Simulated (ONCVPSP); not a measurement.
**Transferability test, ONCV potential for Ce**

| Property | Result |
| --- | --- |
| Element | Ce |
| Generator | ONCVPSP 4.0.1 |
| Type | optimised norm-conserving Vanderbilt (ONCV) |
| Functional | PBEsol |
| Relativity | scalar-relativistic |
| Frozen core | [Kr] 4d10 |
| Valence charge | 12 |
| Reference configuration | 4f1 5s2 5p6 5d1 6s2 |
| Partial waves | 5s+6s: rc 2.45 bohr, ncon 4, nbas 7, qcut 6.1 1/bohr, 3 projectors, debl 2.9 Ha; 5p: rc 2.10 bohr, ncon 3, nbas 6, qcut 6.7 1/bohr, 1 projector; 5d: rc 2.95 bohr, ncon 3, nbas 7, qcut 6 1/bohr, 1 projector; 4f: rc 1.35 bohr, ncon 5, nbas 10, qcut 12.1 1/bohr, 2 projectors, debl 3.5 Ha |
| Local potential | polynomial inside 1.30 bohr (lpopt 5, dvloc0 0 Ha) |
| Core correction | polynomial model core, fcfact 0.3 |

Energies are relative to the spin-unpolarised reference configuration 4f1 5s2 5p6 5d1 6s2; without spin polarisation the order of configurations can differ from experiment.

```csv
valence configuration,charge,ΔE all-electron (eV),error AE − PS (meV)
4f1 5s2 5p6 5d1 6s1,+1,6.103,-1.4
4f1 5s2 5p6 5d0 6s0,+3,36.278,-0.6
4f1 5s2 5p5 5d1 6s2,+1,27.872,-4.6
```

Q: What are ΔE and the potential's error for 4f1 5s2 5p6 5d1 6s0?

A: ΔE = 17.141 eV all-electron; the error (AE − PS) is -4.7 meV.

Note: no bound ghost flagged; GHOST(+) flagged for s at 5.6 eV.
